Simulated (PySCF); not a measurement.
# Correlation energy of V (vanadium, neutral)

Starting occupation: [Ar] 3d3 4s1 4p1, 3d5/2 with m_j = +1/2, +3/2, +5/2, 4s1/2 with m_j = +1/2, 4p3/2 with m_j = +3/2. Calculation: PySCF 2.14, in x2c-TZVPall-2c; X2C-1e with screened-nucleus spin-orbit coupling, Gaussian nucleus. Frozen: [Ne]; 13 electrons correlated; the 6 highest virtual spinors left out.

MP2 pair energies summed by pair of shells (mhartree):

| pair | energy | share (%) |
| --- | --- | --- |
| 3p-3p | -100.90 | 37.4 |
| 3d-3p | -84.03 | 31.2 |
| 3p-3s | -24.29 | 9.0 |
| 3d-3d | -15.65 | 5.8 |
| 3d-3s | -12.07 | 4.5 |
| 3p-4s | -9.34 | 3.5 |
| 3d-4s | -6.25 | 2.3 |
| 3p-4p | -5.17 | 1.9 |
| 3s-3s | -4.81 | 1.8 |
| 3d-4p | -3.85 | 1.4 |
| 4p-4s | -2.31 | 0.9 |
| 3s-4s | -0.73 | 0.3 |
| 3s-4p | -0.30 | 0.1 |

Total MP2 correlation energy: -269.67 mhartree.

The GHF reference relaxed away from the jj start to a determinant that is no pure jj level (⟨S²⟩ = 8.75, ⟨J²⟩ = 48.77); the energies belong to that determinant.

This basis was not built for core-valence correlation, so the inner-shell part is incomplete.
